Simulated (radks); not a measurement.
The numbers below are computed, except where a source is named.
Q: Successive ionisation energies (eV) of one element, from differences of total energies of ions in their ground configurations, starting at charge 44: 3439.3, 3525.7, 3705.0, 3797.9, 8979.2, 9216.6, 9448.0, 9771.4, 10017.2. Code: a radial shooting solver on a logarithmic mesh with Libxc functionals. Model: non-relativistic Kohn-Sham, TPSS, spin-polarised, spherical densities, point nucleus; open shells are filled with parallel spins first (spin-orbit coupling, left out, can overturn this in heavy ions); meta-GGA in the generalised Kohn-Sham scheme; relativity is left out, which matters for an element this heavy. Which element is it?

A: Cerium (Z = 58). The first species listed is Ce44+ in [Ne] 3s2 3p2, the last Ce52+ in [He] 2s2 2p2.
